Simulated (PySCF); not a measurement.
**Two-dimensional NMR puzzle**

Compound of formula C5H9F3OSi. Correlations simulated from computed shifts and the bond graph:

HSQC (one-bond C–H):
```tsv
δH	δC
6.84	122.3
6.21	139.2
6.13	112.8
5.84	139.2
2.20	28.3
```

COSY cross peaks (H two or three bonds apart, from the bond graph; peaks can be absent where the dihedral angle is near 90°):
```tsv
δH	δH
6.21	5.84
6.13	4.53
6.13	4.36
4.53	4.36
```

HMBC (two and three bonds, from the bond graph):
```tsv
δH	δC
6.84	112.8
6.21	148.3, 28.3
6.13	148.3, 122.3
5.84	148.3, 28.3
4.53	148.3, 139.2, 112.8, 28.3
4.36	148.3, 139.2, 112.8, 28.3
2.20	148.3, 139.2
```

Carbons without hydrogens: δ 148.3.

One averaged value for each set of equivalent atoms, no solvent, one computed conformer, non-relativistic Hamiltonian. GIAO PBE0/pcSseg-1 shieldings; coordinates at the GFN2-xTB level; PySCF 2.14.

Scale: ¹H (31.72 ppm), ¹³C (186.93 ppm) vs TMS (reference shieldings calculated alike).

Exchangeable hydrogens are left out of these lists.

Work out the connectivity.

## Answers

SMILES C=C(C)[SiH2][C@@H](F)OC(F)F.

Structure with atom numbers: `[CH2:1]=[C:2]([CH3:3])[SiH2:4][C@@H:5]([F:6])[O:7][CH:8]([F:9])[F:10]`; H(Xn) means a hydrogen on atom n. Ha(C1) is cis to C3; Ha(Si4) is pro-R; Hb(Si4) is pro-S; Hb(C1) is trans to C3.

δC 148.3 is C2, a fully substituted alkene carbon. δC 139.2 is C1, a terminal =CH2 carbon (δH 5.84, 6.21). δC 122.3 is C8, an sp3 CH bonded to 2 F and O (δH 6.84). δC 112.8 is C5, an sp3 CH bonded to F and O and Si (δH 6.13). δC 28.3 is C3, an allylic methyl carbon (δH 2.20). HMBC from δH 6.21 reaches the proton-free carbon C2. HMBC from δH 6.13 reaches the proton-free carbon C2. HMBC from δH 5.84 reaches the proton-free carbon C2. HMBC from δH 4.53 reaches the proton-free carbon C2. COSY links 6.21–5.84, 6.13–4.53, 6.13–4.36, 4.53–4.36.

This is the structure that produced the data.

Shifts are as computed. Against solution values, carbons near 30 ppm lie about +3 ppm off and those near 130 ppm about +5 ppm. Of 1211 compounds with measured shifts, 218 miss one by over three times the rms of a fit or turn the order of signals round; such compounds aren't used in these exercises.
